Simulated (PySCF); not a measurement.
PySCF job for 1,1-dibromo-2-chloroethene (C2HBr2Cl), SMILES ClC=C(Br)Br, KT2/pcSseg-1. The structure is a stationary point at B3LYP-D3(BJ)/def2-SVP.

```python
import numpy as np
from pyscf import gto, scf, dft
from pyscf.prop.nmr import rks as nmr

mol = gto.M(
    atom='''
    Cl    1.37091007    2.43731154    0.00000000
    C     1.38426367    0.71313579    0.00000000
    C     0.28337674   -0.05127960    0.00000000
    Br   -1.47048433    0.63461297    0.00000000
    Br    0.45079711   -1.93939263    0.00000000
    H     2.37773887    0.26185496    0.00000000
    ''',
    basis='pcSseg-1',
    charge=0,
    spin=0,
    max_memory=1600,
    verbose=3,
)
mf = dft.RKS(mol, xc='kt2')
mf.grids.level = 3
mf.conv_tol = 1e-10
mf.max_cycle = 100
mf.kernel()
n = nmr.NMR(mf)
n.verbose = 2
n.max_cycle_cphf = 60
sigma = n.kernel()
print('atom   isotropic/ppm   span/ppm')
for i, s in enumerate(sigma):
    w = np.linalg.eigvalsh((s + s.T) / 2)
    print(f'{mol.atom_symbol(i):2s}{i + 1:3d} {w.mean():14.3f} {w[2] - w[0]:11.3f}')
```

Program output:

```
converged SCF energy = -5709.01598585793
atom   isotropic/ppm   span/ppm
Cl  1        646.631     444.296
C   2         56.752     134.096
C   3         49.218     108.398
Br  4       1706.972    1470.370
Br  5       1647.017    1789.236
H   6         24.832      10.370
```

Self-consistency was reached.
